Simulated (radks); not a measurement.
The numbers below are computed, except where a source is named.
Task: These are the eigenvalues of the occupied orbitals of an atom or ion with whole-number occupations (eV). Level of theory: scalar-relativistic Kohn-Sham, PBEsol, spin-polarised, spherical densities, point nucleus (a radial shooting solver on a logarithmic mesh with Libxc functionals).

1s down: -5913.563
1s up: -5913.550
2s up: -707.0691
2s down: -705.6641
2p up: -600.7777
2p down: -599.7032
3s up: -113.8176
3s down: -110.3508
3p up: -84.9478
3p down: -81.5305
3d up: -40.3841

Which element is it, and in what charge state? The configuration may be excited. Open shells, if any, are filled with parallel spins first.

Result: Z = 24, chromium, charge +3: Cr3+ in [Ar] 3d3. The list shows which subshells hold electrons but not how many an open one holds; the 1s level, -217.32 hartree, gives Z - s = 20.8 by -(Z - s)^2/2, which with screening and relativity narrows Z to a few neighbours, and the depths of the outer levels then fix element, charge and occupations together.
